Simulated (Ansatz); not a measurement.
Geometry optimisation, Ansatz 0.2.0, RKS PBE/cc-pVDZ.

Input:

```yaml
crystal:
  periodic: [false, false, false]
  atoms:
    - { symbol: Al, position_ang: [-0.45, 0.5789, 0.2741] }
    - { symbol: F, position_ang: [-0.7116, 1.0595, -1.764] }
    - { symbol: "N", position_ang: [0.599, 1.804, 1.017] }
    - { symbol: "N", position_ang: [-1.8724, -0.2646, 0.9209] }
    - { symbol: H, position_ang: [-0.0162, 0.1519, -1.3579] }
    - { symbol: Si, position_ang: [1.0636, -1.3196, -0.9343] }
    - { symbol: H, position_ang: [0.7859, 1.9077, 2.0044] }
    - { symbol: H, position_ang: [1.0442, 2.571, 0.5324] }
    - { symbol: H, position_ang: [-2.5949, -0.6847, 0.3528] }
    - { symbol: H, position_ang: [-2.146, -0.3517, 1.89] }
    - { symbol: H, position_ang: [1.5522, -1.8521, 0.3532] }
    - { symbol: H, position_ang: [0.4465, -2.492, -1.5809] }
    - { symbol: H, position_ang: [2.2996, -1.1084, -1.7076] }
basis:
  gaussian: { orbitals: cc-pVDZ }
hamiltonian:
  xc: pbe
relax:
  f_tol: 0.15
  max_steps: 25
  restrain:
    - { distance: [0, 5], at: 3.62, k: 30.0 }
    - { distance: [4, 1], at: 2.18, k: 30.0 }
    - { distance: [0, 1], at: 1.78, k: 30.0 }
    - { distance: [4, 5], at: 1.42, k: 30.0 }
```

Command:

```bash
$ ansatz run input.yaml --threads 2 --pin off --max-ram 3072MiB --backend cpu --events-out ev --progress --plain --runs-dir out
```

**Question.** Where does it end, and by what steps?

**Answer.** The forces met the threshold. The restraints hold the end off the free minimum. After 7 steps the energy has fallen by 1.725 eV (the restraints' own energy left out); H5 moved furthest, 0.69 Å. Parted: Al1–H5, Al1–Si6. Joined: H5–Si6.

```csv
step,energy less start (eV),largest force component (eV/Å),accepted
0,0.0000,1.548,yes
1,-0.3261,2.857,yes
2,-0.8575,3.277,yes
3,-1.3773,1.953,yes
4,-1.6704,0.928,yes
5,-1.7160,0.715,yes
6,-1.7210,0.939,yes
7,-1.7253,0.986,yes
```

```xyz
13
Properties=species:S:1:pos:R:3
Al -0.813 1.063 0.175
F -0.936 1.320 -1.553
N 0.433 1.948 1.096
N -1.903 -0.113 0.959
H 0.397 -0.405 -1.371
Si 1.246 -1.578 -1.192
H 0.526 1.890 2.114
H 1.054 2.667 0.719
H -2.664 -0.614 0.491
H -1.964 -0.231 1.975
H 1.527 -1.814 0.269
H 0.548 -2.783 -1.767
H 2.548 -1.353 -1.916
```

Run time: 8.4 s on 2 threads of AMD EPYC 9R45 96-Core Processor (Zen 5) (shared host), peak memory 0.19 GiB.
